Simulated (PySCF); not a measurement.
A calculated (LDA, PySCF 2.14, dyall-av2z, no relativity, point nucleus) atom or ion has these occupied shells.

```
shell  electrons  orbital energy (eV)  rms radius, mean of both spins (bohr)
 1s α          1              -6358.2                                 0.0714
 1s β          1              -6358.2                                 0.0714
 2s α          1              -731.06                                  0.308
 2s β          1              -728.77                                  0.308
 2p α          3              -627.40                                  0.276
 2p β          3              -625.66                                  0.276
 3s α          1              -85.217                                  0.928
 3s β          1              -80.272                                  0.928
 3p α          3              -55.674                                  0.990
 3p β          3              -50.840                                  0.990
 3d α          5               -8.594                                   1.37
 4s α          1               -5.612                                   3.40
 4s β          1               -4.597                                   3.40
```

(1) Name the element and its charge.

Answers

(1) Mn (manganese, neutral), in [Ar] 3d5 4s2, high-spin 6S determinant.
